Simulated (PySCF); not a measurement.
## F²⁺: excitation energy

F²⁺ [He] 2s2 2p3 (4S) → F²⁺ [He] 2s1 2p4 (4P), as a difference of total energies. Calculation: PySCF 2.14, in aug-cc-pwCVQZ (9s8p6d4f2g, 109 functions); no relativity, point nucleus. Correlated levels: valence: 1s2 frozen; valence and next inner shell: nothing frozen. The calculations carry no spin-orbit coupling.

```tsv
method	excitation energy (cm⁻¹)
UHF	151830
PBE	143030
PBE0	145890
r2SCAN	143030
PW91	143190
BHandHLYP	149780
TPSSh	145870
SCS-MP2 (valence)	152330
MP2 (valence and next inner shell)	151910
SCS-MP2 (valence and next inner shell)	152130
```

**Question.** Estimate what LDA gives.

**Answer.** 145410 cm⁻¹, closest to TPSSh among the rows shown.

**Question.** Estimate what MP2 (valence) gives.

**Answer.** 152260 cm⁻¹, closest to SCS-MP2 (valence) among the rows shown.

A first-order spin-orbit estimate (lowest level to lowest level, LS coupling) adds -0.023 eV.
